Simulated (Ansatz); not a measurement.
Consider the ligand exchange at the Si–F bond: `CO[Si](F)(F)C#N` + CH₃OH → `CO[Si](F)(C#N)OC` + H–F.

Calculated with Ansatz (gas phase, PBE0-D4/def2-TZVP geometries, no zero-point term in ΔE). CCSD(T)/CBS adds triple-zeta CCSD(T) − MP2 to the extrapolated MP2 energy (def2 sets, frozen cores). This one scheme is used for every species. Each species was taken in one conformer, which may not be the lowest.

```tsv
level	ΔE (kJ/mol)
HF/def2-TZVPP	37.0
CCSD(T)/def2-TZVPP	26.5
SCS-MP2/def2-QZVPP	28.1
MP2/CBS(def2)	23.4
```

Problem. What does CCSD(T)/CBS give? (Best estimate.)

Solution. The calculation gave: +25.8 kJ/mol. The listed levels differ from it by 11.2, 0.7, 2.3, -2.4 kJ/mol.

Largest T1 diagnostic among the species: 0.013.

The D4 term adds −9.4 kJ/mol with B3LYP and −5.6 kJ/mol with PBE0; it sums over pairs of atoms, weighted by their polarisabilities, and B3LYP, whose exchange is more repulsive, gets the larger term. In def2-TZVPP, CCSD(T) changes the Hartree–Fock value by −10.5 kJ/mol (the triples alone add −1.9 kJ/mol) and MP2 by −12.9 kJ/mol.

CCSD(T)/CBS has its own doubt, a few kJ/mol and more with outer-core shells, so smaller differences from it don't rank the levels.

B3LYP here is the variant with VWN-RPA as its local correlation; programs differ in this.
